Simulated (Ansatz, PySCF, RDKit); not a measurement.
Dimer: N2 (SMILES N#N) (first 2 atoms) with CHN (SMILES C#N); geometry from B3LYP-D3(BJ)/def2-TZVP, rigid monomers moved along the line of their centres of mass till N2···H5 is 2.20 Å.
(charge 0, multiplicity 1):
```xyz
5

N      0.0639     0.3230    -1.0964
N      0.0305     0.1182    -0.0260
C     -0.0698    -0.5028     3.1818
N     -0.1051    -0.7212     4.3067
H     -0.0370    -0.2983     2.1339
```

Interaction energies are E(AB) − E(A) − E(B) at the monomers' geometry in the complex; basis-set methods are counterpoise corrected. Rows marked so take none. RDKit's UFF carries no charges.

Rows in 3-21G, 6-31G* carry no dispersion term and start afresh at each structure (6-31G* with six Cartesian d functions).

Codes used: Ansatz (Gaussian orbitals); PySCF for 3-21G rows, 6-31G* rows, the dispersion terms; RDKit for the force fields. Values without a source in brackets are computed.

Q: One of these levels gives -0.38 kcal/mol for the interaction energy. Which?
(A) B3LYP/3-21G (no counterpoise)
(B) HF/6-31G*
(C) UFF
(D) r2SCAN-D4/def2-TZVPPD

A: D, r2SCAN-D4/def2-TZVPPD. The others give 4.69 (UFF), 0.28 (HF/6-31G*), -4.77 (B3LYP/3-21G (no counterpoise))

Ansatz is an electronic-structure program.
